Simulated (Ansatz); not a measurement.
`N#CB(Cl)Cl`, charge 0, multiplicity 1.

Problem. Give a relaxed structure at PBE0-D4/def2-TZVP (the Gaussian-basis code of Ansatz). (An estimate is asked.)

Solution. Ansatz gave: 
Cartesian coordinates in Å:
```
N -0.773 -0.319 -2.008
C -0.364 -0.150 -0.945
B 0.180 0.075 0.468
Cl 1.541 1.116 0.687
Cl -0.584 -0.722 1.797
```
Point group C2v.
